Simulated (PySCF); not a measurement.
# Computed vibrations of Bi2N2

Bi2N2 (singlet). PySCF 2.14.0, RKS PBE0, Bi def2-SVP with ECP60, N def2-SVP; non-relativistic Hamiltonian with scalar-relativistic core potentials where named; density fitting; no spin-orbit coupling. Central differences of gradients.

```xyz
4

Bi   -0.0456    0.0000    1.5415
Bi    0.0456    0.0000   -1.5415
N     1.4858    0.0000    0.1842
N    -1.4858    0.0000   -0.1842
```

Run from Python with OMP_NUM_THREADS=2. Where DIIS fails, smearing, a level shift and second-order steps follow.
It took 29 s on 2 threads of Arm Neoverse V1, on a shared host.

Question: What are the harmonic wavenumbers and infrared intensities?

Answer: Modes are labelled in C2h; negative numbers are unstable modes, those under 60 cm⁻¹ near the noise; a finer grid moves soft modes by up to 10 cm⁻¹.
```csv
cm⁻¹,km/mol,symmetry
-70,–,au
160,0.0,ag
457,102.2,bu
458,0.0,ag
642,0.0,ag
663,57.3,bu
```

Question: Is this a minimum?

Answer: No: 1 unstable; the lowest moves the atoms so:
```
Bi   0.00 -0.05  0.00
Bi   0.00 -0.05  0.00
N    0.00  0.71  0.00
N    0.00  0.71  0.00
```
